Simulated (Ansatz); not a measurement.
Basis-set series for CH6AlNO. Total charge 0; spin multiplicity 1. The bonds changed during the relaxation, so this is another structure than the one it started from. The geometry is a stationary point of PBE0-D4/def2-TZVP. It is one conformer, not always the lowest.

Cartesian coordinates in Å:
```
N 1.190 1.219 -0.196
C -0.010 0.886 -0.521
O -1.333 -1.948 -0.500
Al -0.775 -0.716 0.573
H 1.698 2.013 -0.569
H 1.651 0.636 0.506
H -0.445 1.547 -1.275
H -0.754 -2.653 -0.779
H -1.900 -0.010 1.469
H 0.678 -0.974 1.291
```

```json
{"functional": "PBE0-D4", "basis": "def2-TZVPP", "functions": "219", "energy (Eh)": "-413.89876", "HOMO (eV)": "-7.10", "LUMO (eV)": "-2.20"}
{"functional": "PBE0-D4", "basis": "def2-QZVPP", "functions": "421", "energy (Eh)": "-413.91698", "HOMO (eV)": "-7.13", "LUMO (eV)": "-2.25"}
{"functional": "ωB97M-V", "basis": "def2-TZVPP", "functions": "219", "energy (Eh)": "-414.12057", "HOMO (eV)": "-9.32", "LUMO (eV)": "0.07"}
{"functional": "ωB97M-V", "basis": "def2-QZVPP", "functions": "421", "energy (Eh)": "-414.13802", "HOMO (eV)": "-9.36", "LUMO (eV)": "-0.01"}
```

Give the rows for def2-SVP. (An estimate is asked.)

Ansatz gave: 
```csv
functional,basis,functions,energy (Eh),HOMO (eV),LUMO (eV)
PBE0-D4,def2-SVP,90,-413.60568,-6.93,-2.09
ωB97M-V,def2-SVP,90,-413.81993,-9.10,0.27
```

Positive LUMOs are unbound and depend on the basis.
